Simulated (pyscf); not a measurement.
H₂Al–NH–SiH₃ (SMILES [AlH2][NH][SiH3]), singlet

Gas-phase minimum from PySCF at ωB97X-D3(BJ)/def2-SVP, one conformer. 

```xyz
9

Al     0.9926     0.0691     0.2311
N     -0.2017    -1.1525     0.7585
Si    -1.8646    -0.9082     1.2173
H      0.5303     1.5798     0.1519
H      2.4523    -0.4315    -0.1286
H      0.1139    -2.1204     0.8040
H     -2.8089    -1.6809     0.3522
H     -2.1303    -1.3192     2.6307
H     -2.1579     0.5465     1.0749
```
Charge 0, spin multiplicity 1.

Bonds (Å): Al1–N2 1.788, Al1–H4 1.582, Al1–H5 1.585, N2–Si3 1.742, N2–H6 1.019, Si3–H7 1.496, Si3–H8 1.496, Si3–H9 1.491. Bond angles (°): N2–Al1–H4 118.2, N2–Al1–H5 117.8, H4–Al1–H5 124.0, Al1–N2–Si3 128.3, Al1–N2–H6 117.1, Si3–N2–H6 114.6, N2–Si3–H7 112.2, N2–Si3–H8 112.3, N2–Si3–H9 107.4, H7–Si3–H8 107.0, H7–Si3–H9 108.9, H8–Si3–H9 108.9.

Properties at ωB97X-D3(BJ)/def2-SVP:

```json
{
  "harmonic_wavenumbers_unscaled": "106, 186, 189, 505, 532, 609, 623, 742, 782, 804, 929, 954, 975, 1011, 1147, 1968, 1980, 2225, 2239, 2265, 3611 cm⁻¹",
  "zero_point_energy": "34.9 kcal/mol",
  "rotational_symmetry_number": "1",
  "Entropy of this conformer at 298 K and 1 atm, rigid rotor and harmonic oscillator, modes under 100 cm⁻¹ raised to 100": "312.5 J/(mol K)",
  "dipole_moment": "0.96 D"
}
```

Single-point totals, which compare only within one level (frozen core for MP2 and CC):

| level | total energy (hartree) |
|---|---|
| ωB97X-D3(BJ)/def2-TZVP | -590.43865 |
| PBE/def2-TZVP | -589.98745 |
| r²SCAN/def2-TZVP | -590.27044 |
| B3LYP-D3(BJ)/def2-TZVP | -590.42506 |
| PBE0-D3(BJ)/def2-TZVP | -590.05491 |
| M06-2X/def2-TZVP | -590.28824 |
| ωB97M-D3(BJ)/def2-TZVP | -590.45707 |
| HF/def2-TZVPP | -588.88568 |
| MP2/def2-TZVPP | -589.31166 |
| CCSD/def2-TZVPP | -589.35394 |
| CCSD(T)/def2-TZVPP | -589.36969 |

Soft torsions are taken as harmonic, which can shift the entropy by several J/(mol K). The CCSD(T) − MP2 part came from Ansatz, without density fitting, on the same reference.
